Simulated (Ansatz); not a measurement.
Consider the ligand exchange at the Si–C bond: `[SiH3]C=C=C[SiH3]` + `N[SiH2]O[SiH3]` → `[SiH3]N[SiH2]O[SiH3]` + `C=C=C[SiH3]`.

Gas-phase electronic energies from Ansatz, PBE0-D4/def2-TZVP geometries. CCSD(T)/CBS is the MP2 limit (def2-TZVPP, def2-QZVPP) plus CCSD(T) − MP2 in def2-TZVPP, frozen cores. Functionals use def2-TZVPP. Each species was taken in one conformer, which may not be the lowest.

`[SiH3]C=C=C[SiH3]`:

```xyz
13

Si    1.979    0.675   -1.426
C     0.378    1.275   -0.696
C    -0.551    0.438   -0.337
C    -1.436   -0.436    0.049
Si   -1.409   -1.128    1.775
H     2.163    1.221   -2.798
H     3.127    1.132   -0.597
H     1.958   -0.807   -1.477
H     0.202    2.341   -0.563
H    -2.197   -0.757   -0.659
H    -0.267   -0.535    2.513
H    -2.680   -0.812    2.482
H    -1.267   -2.608    1.735
```

`N[SiH2]O[SiH3]`:

Z-matrix (Å, degrees):
```
Si
O 1 1.640
N 1 1.701 2 114.3
H 1 1.483 2 107.7 3 119.4
H 1 1.484 2 107.7 3 -119.4
Si 2 1.630 1 148.8 3 178.7
H 3 1.007 1 121.3 2 -75.2
H 3 1.007 1 121.3 2 75.3
H 6 1.484 2 108.5 1 -179.2
H 6 1.487 2 110.5 1 61.0
H 6 1.487 2 110.5 1 -59.4
```

`[SiH3]N[SiH2]O[SiH3]`:

```xyz
14

Si    1.544   -1.435    0.638
N     1.465    0.156   -0.034
Si    0.348    1.396    0.361
O    -1.067    1.285   -0.455
Si   -2.233    0.230   -0.904
H     0.456   -1.524    1.645
H     2.852   -1.700    1.297
H     1.343   -2.481   -0.401
H     2.072    0.343   -0.820
H     0.055    1.296    1.811
H     0.941    2.703   -0.004
H    -2.955    0.796   -2.069
H    -3.188    0.015    0.214
H    -1.632   -1.078   -1.279
```

`C=C=C[SiH3]`:

```xyz
10

C    -0.798    1.972    0.543
C    -0.724    0.694    0.318
C    -0.612   -0.581    0.081
Si    0.995   -1.322   -0.496
H    -1.085    2.663   -0.242
H    -0.580    2.380    1.524
H    -1.483   -1.218    0.228
H     0.816   -1.977   -1.820
H     1.457   -2.361    0.464
H     2.014   -0.250   -0.602
```

```json
{"level": "r2SCAN-D4", "ΔE (kJ/mol)": "-36.7", "difference from CCSD(T)/CBS": "4.3"}
{"level": "ωB97M-V", "ΔE (kJ/mol)": "-40.5", "difference from CCSD(T)/CBS": "0.5"}
{"level": "PBE", "ΔE (kJ/mol)": "-29.7", "difference from CCSD(T)/CBS": "11.3"}
{"level": "r2SCAN", "ΔE (kJ/mol)": "-35.8", "difference from CCSD(T)/CBS": "5.2"}
{"level": "HF/def2-TZVPP", "ΔE (kJ/mol)": "-44.0", "difference from CCSD(T)/CBS": "-3.0"}
{"level": "CCSD(T)/def2-TZVPP", "ΔE (kJ/mol)": "-40.8", "difference from CCSD(T)/CBS": "0.2"}
{"level": "MP2/def2-QZVPP", "ΔE (kJ/mol)": "-38.6", "difference from CCSD(T)/CBS": "2.4"}
{"level": "SCS-MP2/def2-QZVPP", "ΔE (kJ/mol)": "-40.9", "difference from CCSD(T)/CBS": "0.1"}
{"level": "HF/CBS(def2)", "ΔE (kJ/mol)": "-44.8", "difference from CCSD(T)/CBS": "-3.8"}
{"level": "MP2/CBS(def2)", "ΔE (kJ/mol)": "-38.4", "difference from CCSD(T)/CBS": "2.6"}
{"level": "CCSD(T)/CBS", "ΔE (kJ/mol)": "-41.0", "difference from CCSD(T)/CBS": "0"}
```

Largest T1 diagnostic among the species: 0.013.

The D4 term adds −5.2 kJ/mol with B3LYP and −2.9 kJ/mol with PBE0; it sums over pairs of atoms, weighted by their polarisabilities, and B3LYP, whose exchange is more repulsive, gets the larger term. In def2-TZVPP, CCSD(T) changes the Hartree–Fock value by +3.3 kJ/mol (the triples alone add +1.1 kJ/mol) and MP2 by +5.8 kJ/mol.

B3LYP here is the variant with VWN-RPA as its local correlation; programs differ in this.
